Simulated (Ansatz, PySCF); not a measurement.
System: hydroxysilane, sum formula H4SiO (charge 0, singlet). 
Geometry from a B3LYP-D3(BJ)/def2-TZVP (Ansatz, a first-principles code) optimisation:
```
Si
O 1 1.6528
H 2 0.9599 1 118.61
H 1 1.4758 2 105.81 3 180.00
H 1 1.4842 4 109.91 2 -120.66
H 1 1.4842 4 109.91 5 -118.67
```

Quantity: vertical ionisation energy (to the doublet state of charge +1; each state is the SCF solution reached for its spin; for the doublet T1 is 0.088), in eV. Valence correlation only, unless marked. Open shells are spin-unrestricted. Spin-orbit coupling is left out. Non-relativistic. CBS(X,Y): correlation extrapolated as X^-3; Hartree-Fock from the larger set. The bracket is a focal-point correction in the basis named.

```csv
level,program,vertical ionisation energy (eV)
HF/def2-SVPD,Ansatz,10.75
wB97M-V/def2-TZVPD,Ansatz,11.47
B2PLYP/def2-TZVPD,Ansatz,11.46
MP2/aug-cc-pV(T+d)Z,Ansatz,12.38
MP2/aug-cc-pV(Q+d)Z,Ansatz,12.45
"RI-MP2/CBS(aug-cc-pV(T+d)Z,aug-cc-pV(Q+d)Z)",Ansatz,12.50
"CCSD/CBS(aug-cc-pV(T+d)Z,aug-cc-pV(Q+d)Z)",Ansatz,11.78
"RI-MP2/CBS(def2-TZVPPD,def2-QZVPPD)+[CCSD(T)-MP2]/def2-SVPD",Ansatz,11.82
"RI-MP2/CBS(aug-cc-pV(T+d)Z,aug-cc-pV(Q+d)Z)+[CCSD(T)-MP2]/aug-cc-pV(T+d)Z",Ansatz,11.82
"CCSD(T)/CBS(aug-cc-pV(T+d)Z,aug-cc-pV(Q+d)Z)",Ansatz,11.79
```

For comparison, minus the highest occupied orbital energy (PySCF): 10.19 eV at M06-2X/def2-TZVPD.
